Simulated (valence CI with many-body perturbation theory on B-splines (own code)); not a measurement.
## How close is CI+MBPT for Hf⁺?

Computed by relativistic CI+MBPT: three valence electrons over a frozen Dirac-Fock core [Xe] 4f14, a basis of 7 s, 7 p, 8 d, 6 f, 4 g, 1 h functions for each j, with the one-electron correlation potential Σ1 (screened to all orders), the two-electron term Σ2, the three-electron term Σ3, Breit, model QED; selected single and double excitations, second order for the rest, scaled by the run's own slope (own B-spline code, finite nucleus).

Set against measurement, 15 paired levels are off by 694 cm⁻¹ on average, the worst by 1298. These come from a selection out of the NIST Handbook of Basic Atomic Spectroscopic Data. Levels without a partner in it may be off by more, other configurations by 1,000 to 4,000 cm⁻¹. 3 measured levels below the end of the list, from 34942 cm⁻¹ on, found no clear computed partner.

Measured levels: NIST Handbook of Basic Atomic Spectroscopic Data (Sansonetti and Martin, J. Phys. Chem. Ref. Data 34, 1559 (2005)). Pairs share parity and J, and are chosen by configuration, term and nearness in energy; levels without a clear partner are left out. Energies in cm⁻¹ above the measured ground level.

Names give the largest LS component (configuration and term), which can be under half, so a name can repeat, a term be missing and a line seem to break the LS rules; names also repeat where a configuration has a term twice. Letters in brackets count levels of one name in rising energy.

```tsv
Computed label	Label in the source	Measured	Computed	Difference
5d6s² ²D_3/2	5d 6s2 2D	0	0.0	0
5d6s² ²D_5/2	5d 6s2 2D	3050.9	2777.6	-273
5d²6s ⁴F_3/2	5d2(3F) 6s 4F	3644.7	2922.0	-723
5d²6s ⁴F_5/2	5d2(3F) 6s 4F	4904.9	4270.7	-634
5d²6s ⁴F_7/2	5d2(3F) 6s 4F	6344.3	5494.0	-850
5d²6s ⁴F_9/2	5d2(3F) 6s 4F	8361.8	7478.1	-884
5d²6s ⁴P_5/2	5d2(3P) 6s 4P	13485.6	12979.3	-506
5d6s6p ⁴F°_3/2	5d 6s(3D) 6p 4F°	28068.8	27848.9	-220
5d6s6p ⁴F°_5/2 [a]	5d 6s(3D) 6p 4F°	29405.1	29101.6	-304
5d6s6p ⁴F°_7/2	5d 6s(3D) 6p 4F°	33776.2	33513.6	-263
5d6s6p ⁴F°_9/2	5d 6s(3D) 6p 4F°	38185.7	37924.3	-261
5d²6p ⁴G°_7/2	5d2(3F) 6p 4G°	38498.5	37447.0	-1052
5d²6p ⁴G°_9/2	5d2(3F) 6p 4G°	42391.1	41162.9	-1228
5d²6p ²P°_3/2 [a]	5d 6s(3D) 6p	42770.6	42151.6	-619
5d²6p ⁴F°_9/2	5d2(3F) 6p	46124.9	44827.2	-1298
5d²6p ⁴G°_11/2	5d2(3F) 6p 4G°	46209.1	44912.9	-1296
```

Over 15 excited levels the mean absolute difference is 694 cm⁻¹, the median 634 and the largest 1298. The comparison draws on a selection of the measured levels: 16 of the 234 computed ones have a partner in it, and others may be off by more.

These 3 measured levels below the end of the computed list are not counted above. Beside each stands the unpaired computed level of its name, or else the nearest of its J and parity; the gap is either an error of the method or a doubtful assignment.

```json
{"Label in the source": "5d2(3F) 6p", "J": "5/2", "Measured": "34942", "Unpaired level": "5d6s6p ⁴D°_5/2 [b]", "Computed": "34346"}
{"Label in the source": "5d2(3P) 6p", "J": "3/2", "Measured": "52717", "Unpaired level": "5d²6p ⁴P°_3/2 [b]", "Computed": "52770"}
{"Label in the source": "5d2(1G) 6p", "J": "5/2", "Measured": "62775", "Unpaired level": "5d²6p ²D°_5/2 [d]", "Computed": "62117"}
```
